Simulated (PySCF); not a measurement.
Isomers of C2H5FGeSi. Theory: PySCF, PBE0-D3(BJ)/def2-SVP geometry optimisation, gas phase. Energies are electronic, without zero-point or thermal terms, for one conformer each. No frequencies were run at this level. Point groups hold within 0.08 Å.

Task: Rank from lowest to highest electronic energy at this level (kcal/mol).
A. `C([SiH2]F)#[C][GeH3]`
B. `[F][GeH2][C]#C[SiH3]`

Result: A (0.0), B (15.1).

As drawn, the lower has an Si–F bond, which the higher lacks.

| SMILES | E (Eh) | E rel (kcal/mol) | dipole (D) | point group | A, B, C (MHz) |
| --- | --- | --- | --- | --- | --- |
| F[SiH2]C#[C][GeH3] | -2544.48622 | 0.0 | 1.98 | – | 13162, 596.7, 579.0 |
| [F][GeH2][C]#C[SiH3] | -2544.46221 | 15.1 | 2.12 | – | 9878, 747.8, 707.5 |

Task: How do the relative energies change in single points at PBE0/pcSseg-1 (no added dispersion term) on the same geometries?

Result: 
```tsv
SMILES	PBE0-D3(BJ)/def2-SVP (kcal/mol)	PBE0/pcSseg-1 (kcal/mol)	shift
F[SiH2]C#[C][GeH3]	0.0	0.0	0.0
[F][GeH2][C]#C[SiH3]	15.1	15.1	0.0
```

Each column counts from its own lowest isomer. The order is unchanged; the largest shift is 0.0 kcal/mol.
